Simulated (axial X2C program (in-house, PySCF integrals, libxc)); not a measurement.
# Low determinants of IrO at the PBE0 level, spin-free

Calculated with an in-house all-electron X2C program for linear molecules (integrals from PySCF). Spin-free means the one-electron spin-free X2C Hamiltonian. Basis: Ir dyall-v2z [11s12p9d6f], O dyall-v2z [5s5p1d] (cores contracted in-house); Gaussian nuclei, density fitting, unrestricted open shells. Masses: Ir 192.963 u, O 15.995 u.

Search at 1.720 Å (vertical energies from the lowest determinant):

```
ΔE (eV)             state  electrons beyond evenly filled partner blocks  electrons in σ, π, δ, φ
   0.00  M_S = 3/2, Λ = 0                                   σα, π+α, π-α               31 34 16 4
   0.02  M_S = 3/2, Λ = 2                        π+α, π-α, δ+α, δ+β, δ-α               32 34 15 4
   0.34  M_S = 1/2, Λ = 0                                   σβ, π+α, π-α               31 34 16 4
   0.56  M_S = 1/2, Λ = 2                        π+α, π-α, δ+α, δ+β, δ-β               32 34 15 4
   0.56  M_S = 1/2, Λ = 1                                            π+α               32 33 16 4
   1.14  M_S = 3/2, Λ = 3               σα, π+α, π+β, π-α, δ+α, δ+β, δ-α               31 35 15 4
   1.22  M_S = 3/2, Λ = 1               σα, π+α, π-α, π-β, δ+α, δ+β, δ-α               31 35 15 4
```

Lowest determinant, M_S = 3/2, Λ = 0 (beyond evenly filled blocks: σα, π+α, π-α): Re = 1.686 Å, ωe = 994.5 cm⁻¹.

The determinant in row 2 of the search, M_S = 3/2, Λ = 2 (beyond evenly filled blocks: π+α, π-α, δ+α, δ+β, δ-α), was followed along the bond at PBE0; measured from the minimum of the lowest determinant it gives:

Te = 0.044 eV (357 cm⁻¹), Re = 1.708 Å, ωe = 957.5 cm⁻¹.

Task: Compare the bond of the determinant in row 2 with that of the lowest one.

Result: At PBE0 its Re is 0.022 Å longer and its force constant, which goes as ωe², is 0.93 times that of the lowest determinant. T0 ≈ Te + Δωe/2 = 357 + (-18) = 339 cm⁻¹.

The search compares states at one distance, so a state with another bond length can lie lower; it is not exhaustive and yields mostly the lowest determinant of each block pattern, so other components and higher states of one pattern are missing. These are energies of single determinants, not of spin-adapted states; PBE0 term energies can be off by some tenths of an eV, and the functional has no current term. The lowest determinant need not be the ground state where others lie within half an eV. Spin–orbit coupling is large for these atoms, so the spin-free order is a model.
